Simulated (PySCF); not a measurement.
Dy(III) with more and more NH3

Computed with PySCF 2.14.0, PBE0, def2-SVP on the ligands, density fitting, scalar-relativistic core potentials, no spin-orbit coupling, vacuum. The metal has lcecp-1-SVP with ECP55. Each complex is relaxed within the symmetry of its template. Distances are means of the shortest metal–ligand contacts, charges and spins Mulliken's; removal energies are rigid, with the ligand's formal charge and no counterpoise, so too large; for an anion taken off a cation in vacuum most of it is the attraction of opposite charges, and multiply charged cations can part far more cheaply with an electron moved from ligand to metal. lcecp potentials hold a fixed number of 4f electrons in the core, out of states, spins and gaps.

```csv
complex,point group,M–NH3 (Å),charge on M (e),removal of one NH3 (eV),"strongest infrared band, degenerate modes summed (cm⁻¹)",unstable modes (below −25 cm⁻¹)
[Dy(NH3)]3+,C3v,2.312,2.47,5.84,3283,0
[Dy(NH3)4]3+,C2v,2.430,1.59,3.57,–,4
```

(1) What does the calculation give for [Dy(NH3)3]3+?

Members with unstable modes aren't minima as they stand: saddle points kept by symmetry or, where the modes are soft, flat surfaces and noise. Moved off a saddle point of the template and relaxed again: [Dy(NH3)3]3+. One start shape was tried for each, so a minimum needn't be the lowest isomer.

Results:

(1) point group: C3, M–NH3 (Å): 2.395, charge on M (e): 1.81, removal of one NH3 (eV): 4.11, unstable modes (below −25 cm⁻¹): 3 (soft).
```xyz
13

Dy    0.0000    0.0000    0.7216
N     2.2700   -0.0007   -0.0422
H     2.9682   -0.3078    0.6621
H     2.4821   -0.6127   -0.8517
H     2.6448    0.9171   -0.3461
N    -1.1344    1.9662   -0.0422
H    -1.2175    2.7244    0.6621
H    -0.7104    2.4559   -0.8517
H    -2.1166    1.8319   -0.3461
N    -1.1356   -1.9655   -0.0422
H    -1.7507   -2.4166    0.6621
H    -1.7717   -1.8432   -0.8517
H    -0.5282   -2.7490   -0.3461
```
